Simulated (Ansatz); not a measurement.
The cluster Tl2F3⁻, relaxed as a singlet with RKS B3LYP-D4/def2-SVPD in Ansatz, starting from the GFN1-xTB geometry. Force threshold 0.02 eV/Å.

In the def2 sets Tl takes a core potential; there is no spin–orbit coupling. The structure comes from a short search, and lower isomers may exist.

Start:

Cartesian coordinates in Å:
```
Tl 0.966 -1.027 -0.230
Tl -0.872 1.104 0.189
F -1.323 -1.375 0.916
F 0.448 2.302 1.648
F 0.781 -1.004 -2.522
```

**Question.** Estimate the energy that the relaxation releases and the steps that it takes.

**Answer.** 142.6 kJ/mol, in 14 steps; 27 s on 4 threads of Intel Xeon Platinum 8375C on a shared host. No frequencies were taken in this run, so the end may be a saddle point.

**Question.** Does the start keep its bonding?

**Answer.** Bonds formed: Tl1–F3, Tl1–F4, Tl2–F3, Tl2–F5 (atoms count from 1). Metal–metal contacts that move far: Tl1–Tl2 2.85 to 3.38 Å. The end is the same structure that another start reached, the lowest one found.

**Question.** Predict the relaxed structure.

**Answer.** 
```xyz
5

Tl    1.272   -1.090    0.230
Tl   -1.272    1.090   -0.230
F    -1.081   -1.098    0.774
F     0.843    1.180    0.932
F     0.238   -0.082   -1.706
```
Bond lengths (bridged metal pairs left out): 6 × F–Tl 2.41 Å.
